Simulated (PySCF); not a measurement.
The multiplicity is imposed and other spin states were not computed.

B3LYP has the VWN-RPA correlation part, as in Gaussian. 

**[Cu(NH3)(F)] (charge 0, multiplicity 1)**

Computed with B3LYP-D3(BJ)/def2-TZVP // TPSS-D3(BJ)/def2-SVP (PySCF 2.14.0).

```json
{
 "HOMO": "-6.18 eV",
 "dipole_moment": "8.59 D",
 "HOMO–LUMO gap": "5.04 eV",
 "LUMO": "-1.14 eV",
 "charge on the central atom (Mulliken)": "0.38 e",
 "charge on the central atom (meta-Löwdin)": "0.55 e",
 "total_energy": "-48901.97 eV",
 "cost": "roughly 30 core-seconds"
}
```

Bonds (Å): Cu1–N2 1.916, Cu1–F6 1.744, N2–H3 1.030, N2–H4 1.030, N2–H5 1.030. Bond angles (°): N2–Cu1–F6 179.9, Cu1–N2–H3 112.3, Cu1–N2–H4 112.3, Cu1–N2–H5 112.4, H3–N2–H4 106.5, H3–N2–H5 106.5, H4–N2–H5 106.5.
Charge 0, spin multiplicity 1.
